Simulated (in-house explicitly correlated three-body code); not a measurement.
Computed with an exponentially correlated three-body code. Model: two electrons around a point charge, non-relativistic, variational in 260 exponentially correlated functions (energies converged to about 1e-7 hartree, or 1e-8 relative for large Z).

Command:
```bash
python run_hyl.py task.json out
```
Settings (lengths in bohr, energies in hartree):
```
Z                      3
nuclear_mass           0.5
interaction_strength   1
functions              260
states_tried           13
```

Run time, properties included: 40 s on 1 thread of Arm Neoverse V1, on a shared host.

**Those bound S and P states to n = 4 that converged, binding against the one-electron ion.**

Given: nuclear charge 3; mass of the centre 0.5 electron masses.

Computed: one-electron threshold -1.5 hartree.

```csv
term,energy (hartree),binding (eV)
1 1S,-2.57977687,29.382
2 3S,-1.73090835,6.2833
3 3S,-1.61272492,3.0674
```

**Converged states only, values per electron or pair.**

```tsv
term	mean r (bohr)	mean r squared (bohr²)	mean inverse r (1/bohr)	mean r12 (bohr)	mean inverse r12 (1/bohr)	mean cosine	mean p1 dot p2 (bohr⁻²)	delta r1 (bohr⁻³)	delta r12 (bohr⁻³)
1 1S	1.5404	3.1476	0.97235	1.939	0.67454	0.23015	-0.23806	0.29789	0.030926
2 3S	4.0412	26.229	0.60594	6.5831	0.17385	0.11706	-0.036046	0.17216	-
3 3S	7.398	101.69	0.55348	13.29	0.095428	0.06055	-0.042428	0.16346	-
```
